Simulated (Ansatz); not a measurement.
Reaction (ligand exchange at a B–C bond): `CCBCF` + HI → `FCBI` + `CC`

Isolated molecules relaxed with PBE0-D4/def2-TZVP in Ansatz; ΔE leaves out vibrations. CCSD(T)/CBS adds triple-zeta CCSD(T) − MP2 to the extrapolated MP2 energy (def2 sets, frozen cores). This one scheme is used for every species. Functionals use def2-TZVPP. Elements past krypton have def2 core potentials. For I outer-core shells are correlated without core-valence functions, which leaves a few kJ/mol of doubt a bond. One conformer a species, not always the lowest.

`CCBCF`:

Cartesian coordinates in Å:
```
C -0.089 1.396 1.433
C -0.534 0.375 0.395
B 0.558 -0.284 -0.487
C 0.264 -1.496 -1.419
F -1.045 -1.964 -1.385
H -0.938 1.852 1.948
H 0.492 2.199 0.974
H 0.546 0.934 2.193
H -1.214 0.842 -0.339
H -1.164 -0.408 0.836
H 1.688 0.129 -0.524
H 0.931 -2.333 -1.162
H 0.506 -1.242 -2.462
```

HI:

Z-matrix (Å, degrees):
```
I
H 1 1.610
```

`FCBI`:

Z-matrix (Å, degrees):
```
C
B 1 1.553
F 1 1.379 2 116.6
H 1 1.101 2 108.6 3 122.9
H 1 1.101 2 108.6 3 -122.9
I 2 2.099 1 122.4 3 0.0
H 2 1.191 1 119.6 3 -180.0
```

`CC`:

```xyz
8

C    -0.026   -0.753    0.090
C     0.026    0.753   -0.090
H     0.583   -1.266   -0.658
H     0.344   -1.050    1.074
H    -1.047   -1.131   -0.003
H    -0.583    1.266    0.658
H    -0.344    1.050   -1.075
H     1.047    1.131    0.003
```

```tsv
species	CAM-B3LYP energy (Eh)
`CCBCF`	-243.79878
HI	-298.31068
`FCBI`	-462.32628
`CC`	-79.80650
```

Question: Work out ΔE.

Answer: ΔE = (-462.32628) + (-79.80650) − (-243.79878) − (-298.31068) = -0.02332 Eh = -14.6 kcal/mol. CCSD(T)/CBS gives -17.3 kcal/mol.

Question: What do rigid-rotor, harmonic-oscillator terms from PBE0-D4/def2-TZVP frequencies (298.15 K, 1 bar) make of the CCSD(T)/CBS value? (Estimate.)

Answer: The calculation gave: ΔZPE = +3.1 kcal/mol, ΔH = -14.7 kcal/mol, ΔS = -5 J/(mol·K), ΔG = -14.3 kcal/mol. Modes under 50 cm⁻¹ make the entropy rough.

Largest T1 diagnostic among the species: 0.012.

Leaving LDA and LC-ωPBE aside and taking each functional with its dispersion term where it has one, the values, not all of them listed here, spread over 2.7 kcal/mol, from PBE-QIDH to CAM-B3LYP-D4. LDA lies +1.9 kcal/mol from PBE without D4. In def2-TZVPP, CCSD(T) changes the Hartree–Fock value by −1.0 kcal/mol (the triples alone add −0.7 kcal/mol) and MP2 by −2.9 kcal/mol. At CCSD(T), def2-SVP lies +1.1 kcal/mol from the extrapolated value and def2-TZVPP +0.5 kcal/mol.
